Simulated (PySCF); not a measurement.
C8H6S2.
Bonds: C1–C2 (aromatic), C2–S3 (aromatic), S3–C4 (aromatic), C4–C5, C5–C6 (aromatic), C6–C7 (aromatic), C7–C8 (aromatic), C8–S9 (aromatic), C4–C10 (aromatic), C1–C10 (aromatic), C5–S9 (aromatic). Hydrogens: H11 on C1; H12 on C2; H13 on C6; H14 on C7; H15 on C8; H16 on C10.

The same species was optimised twice, with GFN2-xTB and with PBE0-D3(BJ)/def2-SVP (PySCF), and the same property calculations (PySCF, gas phase) were run on both structures.

| coordinate | GFN2-xTB | PBE0-D3(BJ)/def2-SVP | change |
| --- | --- | --- | --- |
| C4–C5 (Å) | 1.428 | 1.448 | +0.020 |
| C7–C8 (Å) | 1.358 | 1.370 | +0.012 |
| C1–C2 (Å) | 1.358 | 1.370 | +0.012 |
| C6–C7 (Å) | 1.408 | 1.419 | +0.011 |
| C1–C10 (Å) | 1.408 | 1.419 | +0.011 |
| C5–C6 (Å) | 1.370 | 1.380 | +0.010 |
| C4–C10 (Å) | 1.370 | 1.380 | +0.010 |
| C5–S9 (Å) | 1.742 | 1.735 | -0.007 |
| S3–C4 (Å) | 1.742 | 1.734 | -0.008 |
| C8–S9 (Å) | 1.719 | 1.717 | -0.002 |
| C2–S3 (Å) | 1.719 | 1.717 | -0.002 |
| C5–S9–C8 (°) | 91.1 | 92.2 | +1.1 |
| C2–S3–C4 (°) | 91.1 | 92.1 | +1.0 |
| C4–C5–C6 (°) | 128.4 | 128.9 | +0.5 |
| C5–C4–C10 (°) | 128.5 | 129.0 | +0.5 |
| C7–C8–S9 (°) | 112.2 | 111.7 | -0.5 |
| C1–C2–S3 (°) | 112.2 | 111.7 | -0.5 |
| C6–C5–S9 (°) | 110.8 | 110.4 | -0.4 |
| S3–C4–C10 (°) | 110.8 | 110.5 | -0.3 |
| S3–C4–C5–C6 (°) | 0 | 0 | 0 |

Rotational constants: A = 2692, B = 668.6, C = 535.5 MHz (GFN2-xTB) against A = 2698, B = 658.3, C = 529.2 MHz (PBE0-D3(BJ)/def2-SVP). Point groups within 0.08 Å: C2h and C2h. Atoms that the bonding makes alike are paired by their places after alignment.

On the GFN2-xTB structure: HOMO (eV) -5.99 [PBE0/pcSseg-1]; LUMO (eV) -1.45 [PBE0/pcSseg-1]; GIAO shielding of C1/C7 (mean) (ppm) 55.1 [PBE0/pcSseg-1]; GIAO shielding of C2/C8 (mean) (ppm) 55.5 [PBE0/pcSseg-1]; GIAO shielding of S3/S9 (mean) (ppm) 287.8 [PBE0/pcSseg-1]; GIAO shielding of C4/C5 (mean) (ppm) 38.1 [PBE0/pcSseg-1]; GIAO shielding of C6/C10 (mean) (ppm) 60.0 [PBE0/pcSseg-1].

What do these properties become on the PBE0-D3(BJ)/def2-SVP structure?

```csv
property,level,on GFN2-xTB,on PBE0-D3(BJ)/def2-SVP,change
HOMO (eV),PBE0/pcSseg-1,-5.99,-6.03,-0.04
LUMO (eV),PBE0/pcSseg-1,-1.45,-1.45,0.00
"energy, GFN2-xTB geometry as zero (kcal/mol)",PBE0/pcSseg-1,0.0,-0.5,-0.5
GIAO shielding of C1/C7 (mean) (ppm),PBE0/pcSseg-1,55.1,52.2,-2.9
GIAO shielding of C2/C8 (mean) (ppm),PBE0/pcSseg-1,55.5,54.0,-1.5
GIAO shielding of S3/S9 (mean) (ppm),PBE0/pcSseg-1,287.8,285.6,-2.2
GIAO shielding of C4/C5 (mean) (ppm),PBE0/pcSseg-1,38.1,38.5,+0.4
GIAO shielding of C6/C10 (mean) (ppm),PBE0/pcSseg-1,60.0,58.0,-2.0
```

The heavy atoms differ by 0.021 Å rms after alignment. Among bonds between heavy atoms C4–C5 changes most (+0.020 Å). Changes are differences of the printed values. Neither structure is proved a minimum here.

Shape of the structure used: `[cH:1]1[cH:2][s:3][c:4](-[c:5]2[cH:6][cH:7][cH:8][s:9]2)[cH:10]1`: S3–C4–C5–C6 0°.
